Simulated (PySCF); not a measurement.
C5H11O2, charge +1, singlet, geometry from GFN2-xTB, with bond 17-6 at 1.5 times its length; PySCF with PBE0/STO-3G.

The PySCF input:
```python
from pyscf import gto, scf, dft

mol = gto.M(
    atom='''
C    -1.111225   -0.172881   -1.333807
C    -0.570103   -0.169962    0.119856
C    -1.336952    0.852393    0.959214
C    -0.664673   -1.575676    0.713836
C     0.853973    0.243091   -0.065745
O     1.125764    1.489891   -0.060544
O     1.722929   -0.666886   -0.278505
H    -0.581376   -0.889988   -1.955304
H    -2.156520   -0.466599   -1.291276
H    -1.053483    0.815118   -1.782988
H    -2.377516    0.549986    1.022781
H    -1.295530    1.843415    0.517408
H    -0.937036    0.901526    1.968195
H    -0.244187   -1.600832    1.715310
H    -1.709248   -1.863595    0.778867
H    -0.146921   -2.305008    0.098174
H     2.495023    1.932184   -0.342197
H     2.647558   -0.414606   -0.470577
''',
    basis='sto-3g',
    charge=1,
    spin=0,
    verbose=4,
)

mf = dft.RKS(mol)
mf.xc = 'pbe0'
mf.kernel()
mo_i, mo_e, stable_i, stable_e = mf.stability(internal=True, external=True, return_status=True, nroots=6, tol=1e-6)
print('internally stable:', stable_i, ' externally stable:', stable_e)
if not stable_e:
    umf = mf.to_uhf() if not hasattr(mf, 'xc') else mf.to_uks()
    umf.scf_summary = {}
    umf.kernel(umf.make_rdm1(mo_e, umf.mo_occ))
```

It wrote (shortened):

```
PySCF version 2.14.0

[INPUT] verbose = 4
[INPUT] num. atoms = 18
[INPUT] num. electrons = 56
[INPUT] charge = 1
[INPUT] spin (= nelec alpha-beta = 2S) = 0
[INPUT] symmetry False subgroup None
[INPUT] Mole.unit = angstrom
[INPUT] Symbol           X                Y                Z      unit          X                Y                Z       unit  Magmom
[INPUT]  1 C     -1.111225000000  -0.172881000000  -1.333807000000 AA   -2.099910912770  -0.326697742141  -2.520529933028 Bohr   0.0
[INPUT]  2 C     -0.570103000000  -0.169962000000   0.119856000000 AA   -1.077338532793  -0.321181631583   0.226495014386 Bohr   0.0
[INPUT]  3 C     -1.336952000000   0.852393000000   0.959214000000 AA   -2.526473121690   1.610789320496   1.812651754849 Bohr   0.0
[INPUT]  4 C     -0.664673000000  -1.575676000000   0.713836000000 AA   -1.256049932393  -2.977596101050   1.348954537855 Bohr   0.0
[INPUT]  5 C      0.853973000000   0.243091000000  -0.065745000000 AA    1.613775087773   0.459375413347  -0.124240044060 Bohr   0.0
[INPUT]  6 O      1.125764000000   1.489891000000  -0.060544000000 AA    2.127385640895   2.815485945454  -0.114411578486 Bohr   0.0
[INPUT]  7 O      1.722929000000  -0.666886000000  -0.278505000000 AA    3.255863942071  -1.260231896307  -0.526298174322 Bohr   0.0
[INPUT]  8 H     -0.581376000000  -0.889988000000  -1.955304000000 AA   -1.098641415395  -1.681833574149  -3.694989050267 Bohr   0.0
[INPUT]  9 H     -2.156520000000  -0.466599000000  -1.291276000000 AA   -4.075232182147  -0.881744319996  -2.440157991224 Bohr   0.0
[INPUT] 10 H     -1.053483000000   0.815118000000  -1.782988000000 AA   -1.990794346885   1.540349779203  -3.369359003386 Bohr   0.0
[INPUT] 11 H     -2.377516000000   0.549986000000   1.022781000000 AA   -4.492854096771   1.039322912345   1.932775975409 Bohr   0.0
[INPUT] 12 H     -1.295530000000   1.843415000000   0.517408000000 AA   -2.448196886158   3.483549483915   0.977759414659 Bohr   0.0
[INPUT] 13 H     -0.937036000000   0.901526000000   1.968195000000 AA   -1.770741408858   1.703637234175   3.719349509738 Bohr   0.0
[INPUT] 14 H     -0.244187000000  -1.600832000000   1.715310000000 AA   -0.461446553179  -3.025134051440   3.241466118728 Bohr   0.0
[INPUT] 15 H     -1.709248000000  -1.863595000000   0.778867000000 AA   -3.230010598961  -3.521684157109   1.471845317462 Bohr   0.0
[INPUT] 16 H     -0.146921000000  -2.305008000000   0.098174000000 AA   -0.277640451947  -4.355833834931   0.185521972553 Bohr   0.0
[INPUT] 17 H      2.495023000000   1.932184000000  -0.342197000000 AA    4.714910144491   3.651298582267  -0.646658610648 Bohr   0.0
[INPUT] 18 H      2.647558000000  -0.414606000000  -0.470577000000 AA    5.003159518901  -0.783491789601  -0.889261650519 Bohr   0.0

nuclear repulsion = 341.199592925012
number of shells = 32
number of NR pGTOs = 138
number of NR cGTOs = 46
basis = sto-3g
ecp = {}

******** <class 'pyscf.dft.rks.RKS'> ********
method = RKS
initial guess = minao
damping factor = 0
level_shift factor = 0
DIIS = <class 'pyscf.scf.diis.CDIIS'>
diis_start_cycle = 1
diis_space = 8
diis_damp = 0
SCF conv_tol = 1e-09
SCF conv_tol_grad = None
SCF max_cycles = 50
direct_scf = True
direct_scf_tol = 1e-13
XC library pyscf.dft.libxc version 7.1.2
    S. Lehtola, C. Steigemann, M. J. T. Oliveira, and M. A. L. Marques,  SoftwareX 7, 1–5 (2018)
XC functionals = pbe0
    C. Adamo and V. Barone,  J. Chem. Phys. 110, 6158 (1999)
    M. Ernzerhof and G. E. Scuseria,  J. Chem. Phys. 110, 5029 (1999)
radial grids:
    Treutler-Ahlrichs [JCP 102, 346 (1995); DOI:10.1063/1.469408] (M4) radial grids

becke partition: Becke, JCP 88, 2547 (1988); DOI:10.1063/1.454033
pruning grids: <function nwchem_prune>
grids dens level: 3
symmetrized grids: False
atomic radii adjust function: <function treutler_atomic_radii_adjust>
small_rho_cutoff = 0
Set gradient conv threshold to 3.16228e-05
Initial guess from minao.
tot grids = 206648
init E= -343.629089723669
cycle= 1 E= -342.359625597079  delta_E= 1.27  |g|= 0.673  |ddm|= 5.11
cycle= 2 E= -342.20345438371  delta_E= 0.156  |g|= 1.04  |ddm|= 1.96
cycle= 3 E= -342.487006014722  delta_E= -0.284  |g|= 0.286  |ddm|= 1.28
cycle= 4 E= -342.510479682328  delta_E= -0.0235  |g|= 0.0496  |ddm|= 0.389
cycle= 5 E= -342.511208667118  delta_E= -0.000729  |g|= 0.012  |ddm|= 0.0704
cycle= 6 E= -342.511253998573  delta_E= -4.53e-05  |g|= 0.000885  |ddm|= 0.0162
cycle= 7 E= -342.511254205986  delta_E= -2.07e-07  |g|= 0.00042  |ddm|= 0.00176
cycle= 8 E= -342.511254270975  delta_E= -6.5e-08  |g|= 6.01e-05  |ddm|= 0.000655
cycle= 9 E= -342.511254272207  delta_E= -1.23e-09  |g|= 1.46e-05  |ddm|= 0.000103
cycle= 10 E= -342.51125427228  delta_E= -7.34e-11  |g|= 3.76e-06  |ddm|= 2.13e-05
Extra cycle  E= -342.511254272281  delta_E= -9.09e-13  |g|= 3.98e-06  |ddm|= 9.63e-06
converged SCF energy = -342.511254272281
rhf_internal: lowest eigs of H = [0.83243131 0.8561312  0.8741298  0.94164187 0.98149206 1.04216371]
<class 'pyscf.dft.rks.RKS'> wavefunction is stable in the internal stability analysis
rhf_real2complex: lowest eigs of H = [0.18716655 0.20052052 0.21051959 0.21618976 0.23153629 0.24483907]
<class 'pyscf.dft.rks.RKS'> wavefunction is stable in the real -> complex stability analysis
rhf_external: lowest eigs of H = [0.05430525 0.15757699 0.15969261 0.20240475 0.20899442 0.22111015]
<class 'pyscf.dft.rks.RKS'> wavefunction is stable in the RHF/RKS -> UHF/UKS stability analysis
internally stable: True  externally stable: True
```
